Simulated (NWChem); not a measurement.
Species: CH₃FO₂Si; SMILES O1[SiH](F)OC1

```xyz
8

F     -0.4792     1.7943     0.0000
Si     0.4360     0.4841     0.0000
O     -0.0035    -0.6835    -1.1133
C     -0.3405    -1.5394     0.0000
O     -0.0035    -0.6835     1.1133
H      1.8300     0.9571     0.0000
H      0.2793    -2.4409     0.0000
H     -1.4076    -1.7836     0.0000
```
Atoms are numbered in this order, from 1.

Level: B3LYP/6-31G* (spherical d) (NWChem), optimised geometry, unscaled harmonic frequencies. 

### Question
List the harmonic frequencies with IR intensities, and the thermochemistry.

### Answer
```
frequency (cm⁻¹)  IR intensity (km/mol)
----------------  ---------------------
198                                 1.9
242                                 3.9
393                                40.3
647                                68.4
711                                 7.3
768                                14.0
878                                30.5
912                                40.7
985                               230.1
1034                              358.1
1067                               77.7
1154                                6.6
1159                                0.0
1395                               21.1
1580                                7.9
2346                              127.6
3073                               72.4
3135                               38.9
```

```
Item                                                                                Value
-----------------------------------------------------------------------  ----------------
zero-point energy                                                           31.0 kcal/mol
thermal correction to the enthalpy at 298.15 K (with zero-point energy)     34.6 kcal/mol
heat capacity Cv                                                         16.2 cal/(mol K)
entropy at 298.15 K and 1 atm (symmetry number 1)                        71.5 cal/(mol K)
dipole moment                                                                      1.09 D
```

Rigid rotor and harmonic oscillator.
